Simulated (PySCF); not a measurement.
Ag³⁵⁺: ionisation energy

Ag³⁵⁺ [Ne] 3s2 (1S) → Ag³⁶⁺ [Ne] 3s1 (2S), as a difference of total energies. All numbers are calculated (PySCF 2.14, the spin-free X2C one-electron Hamiltonian (Gaussian nucleus), in an even-tempered Gaussian basis (18 s from 5.9 bohr⁻², ratio 2.5; 12 p from 7.7 bohr⁻², ratio 2.5; 4 d from 29 bohr⁻², ratio 2.7; 4 f from 43 bohr⁻², ratio 2.7)). Correlated levels: outer shells: 1s2 frozen; virtual orbitals above 40 to 60 times the deepest correlated orbital energy dropped. The calculations carry no spin-orbit coupling.

| method | ionisation energy (eV) |
| --- | --- |
| UHF | 2295.3 |
| MP2 (outer shells) | 2298.6 |
| SCS-MP2 (outer shells) | 2299.0 |
| CCSD (outer shells) | 2299.3 |
| CCSD(T) (outer shells) | 2299.4 |

Question: How much does correlation contribute at CCSD(T) (outer shells)?

Answer: 2299.4 − (2295.3) = 4.1 eV, measured against UHF.

Breit and QED terms and the two-electron picture change are absent.

For comparison: 2302 ± 3 eV (semi-empirical (NIST evaluation); NIST Atomic Spectra Database, ionization energies).
